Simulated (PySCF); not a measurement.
**From computed data to an observable: oscillator strength and radiative lifetime**

Ge(All)(H)3 (C3H8Ge), SMILES [CH2](C=C)[GeH3].

Geometry optimised at B3LYP-D3(BJ)/def2-SVP. The values are those of a single conformer.

TDA-CAM-B3LYP/def2-SVPD in PySCF puts the first singlet state with f over 0.02 at 7.04 eV (vertical), with the transition dipole (-1.842, 0.030, -0.632) in atomic units.

Q: Find the oscillator strength, the wavelength and the radiative lifetime that this transition would have in vacuum if emission retraced absorption.

A: 
|μ|² = 3.7933 au, so |μ| = 4.95 D. ΔE = 7.04/27.211 = 0.2587 hartree. f = (2/3) ΔE |μ|² = 0.654 (the program prints 0.655).
λ = 1239.84/7.04 = 176 nm; ν = 56781 cm⁻¹.
Einstein's coefficient A = 0.6670 ν² f s⁻¹ (ν in cm⁻¹) = 1.4e9 s⁻¹, so τ = 1/A = 0.71 ns. This state is S2; the lower singlet has f = 0.010. The figure is the radiative limit of this one transition; relaxation, internal conversion, crossing to triplets and a medium change what is measured.
